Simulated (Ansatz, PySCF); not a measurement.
Worked example: transport gap, exciton binding and injection barriers

pentalene (C₈H₆), SMILES C1=CC2=CC=CC2=C1.

Coordinates come from a ωB97X-D3(BJ)/def2-SVP optimisation.

Gas-phase, vertical values: ionisation energy 7.53 eV and electron affinity 0.99 eV from ΔSCF with PBE/def2-SVPD (Ansatz, a first-principles code); S1 1.68 eV and T1 0.94 eV from TDA-PBE/def2-SVPD (PySCF). Assume, for the exercise, a film of permittivity 3.0, a cavity radius of 6.0 Å and electrodes of work function 4.7 eV (anode) and 3.6 eV (cathode), with aligned vacuum levels.

Q: Work out the fundamental gap and exciton binding energy in the gas phase, the levels in the film by Born's model, the injection barriers and the thermal weight of S1 against T1 at 298 K.

A: 
Fundamental gap IE − EA = 6.54 eV; exciton binding = gap − S1 = 4.86 eV.
Born polarisation P = (14.3996 eV Å / 2r)(1 − 1/ε) = 0.80 eV. Film: IE = 6.73 eV, EA = 1.79 eV, transport gap 4.94 eV; with S1 unchanged the binding falls to 3.26 eV.
Hole barrier IE − Φ(anode) = 2.03 eV; electron barrier Φ(cathode) − EA = 1.81 eV (a negative value means no barrier, and the level would pin).
ΔE(ST) = S1 − T1 = 0.74 eV, and the triplet has three sublevels, so the ratio S1/T1 is (1/3) exp(−ΔE/kT) = 1.0e-13 with kT = 0.02569 eV: too wide a gap for thermal return to the singlet. All inputs carry the errors of their functional, and relaxed states would shift them.
